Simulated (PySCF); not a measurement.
Species: 4-ethynylaniline, C₈H₇N.
Bonds: C1–C2 (triple), C2–C3, C3–C4 (aromatic), C4–C5 (aromatic), C5–C6 (aromatic), C6–N7, C6–C8 (aromatic), C8–C9 (aromatic), C3–C9 (aromatic). Hydrogens: H10 on C1; H11 on C4; H12 on C5; H13, H14 on N7; H15 on C8; H16 on C9.

Method: PBE0-D3(BJ)/def2-SVP geometry optimisation, gas phase in PySCF 2.14.0.

Problem. What internal coordinates does the optimisation give?

Solution. 
| bond | length (Å) |
| --- | --- |
| C1≡C2 | 1.214 |
| C2–C3 | 1.427 |
| C3–C4, C3–C9 | 1.406 |
| C4–C5, C8–C9 | 1.386 |
| C5–C6, C6–C8 | 1.407 |
| C6–N7 | 1.374 |
| C1–H10 | 1.074 |
| C4–H11, C9–H16 | 1.092 |
| C5–H12, C8–H15 | 1.093 |
| N7–H13, N7–H14 | 1.011 |

Bonds in one row agree within 0.01 Å and their mean is given. A selection of angles:
| angle | degrees |
| --- | --- |
| C1–C2–C3 | 180.0 |
| C2–C3–C4 | 121.1 |
| C4–C3–C9 | 117.8 |
| C3–C4–C5 | 121.2 |
| C4–C5–C6 | 120.9 |
| C5–C6–N7 | 121.0 |
| C5–C6–C8 | 118.0 |
| H13–N7–C6 | 117.4 |
| H14–N7–C6 | 117.4 |

The 8 C–C bonds span 1.214 Å (C1≡C2, drawn triple) to 1.427 Å (C2–C3, drawn single), a spread of 0.213 Å. Of the pairs four or more bonds apart, H12···H14 is among the closest relative to their van der Waals radii: 2.43 Å, 101 % of the sum of Bondi's values. N7 (aniline-type nitrogen) has angles 117.4°, 117.4° and 114.3°, sum 349.1°, 0.21 Å off the plane of its three neighbours. The 9 heavy atoms lie in one plane (0.011 Å rms). The 6-membered ring C3–C4–C5–C6–C8–C9 has internal angles of 117.8° to 121.2°; it is planar, 0.00 Å rms from its mean plane, widest ring torsion 0°.

Point group: Cs (every atom within 0.08 Å of its image). No PBE0-D3(BJ)/def2-SVP frequencies stand behind this structure, so it isn't proved a minimum.
